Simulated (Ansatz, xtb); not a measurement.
The molecule PN+, multiplicity 2 (lowest of 2S+1 = 2, 4 at CCSD(T)/def2-TZVPP on PBE0 minima; our sources give no spin for the ground state, which may be another). The T1 diagnostic near the minimum is 0.092, so single-reference values are doubtful.

The constants come from a fifth-degree fit in 1/R (seven points, main isotopes). Runs in def2 and cc sets follow the lowest solution found near the PBE0 minimum.

Codes used: Ansatz (Gaussian basis) for Hartree–Fock, density functionals and correlated methods; xtb for the GFN methods. Each number belongs to the level named beside it. The GFN methods have no spin term and hold the electronic entropy of 300 K.

### Question
What bond length and harmonic frequency does GFN1-xTB give?

### Answer
r_e = 1.472 Å, ω_e = 1454 cm⁻¹.

### Question
What bond length and harmonic frequency does SVWN5/def2-TZVPP give?

### Answer
r_e = 1.477 Å, ω_e = 1364 cm⁻¹.

### Question
What bond length and harmonic frequency does PBE/def2-TZVPP give?

### Answer
r_e = 1.489 Å, ω_e = 1326 cm⁻¹.

Ansatz is a quantum-chemistry and plane-wave program.
